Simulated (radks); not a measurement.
Results of a calculation; reference values are marked as such.
Q: The nickel ion Ni5+ is in [Ar] 3d5. Level of theory: scalar-relativistic Kohn-Sham, PBE, spin-polarised, spherical densities, finite nucleus; Fermi nuclear charge, rms radius of each element as measured or else 0.836 A^(1/3) + 0.57 fm (a radial shooting solver on a logarithmic mesh with Libxc functionals). Open shells are filled with parallel spins first. One electron is removed from 3s, 2p, 3d, 3p in turn, with full relaxation. Which removal costs least, and what does each cost?

A: 3d 107.62 eV; 3p 165.27 eV; 3s 205.87 eV; 2p 970.15 eV. The 3d electron leaves first.
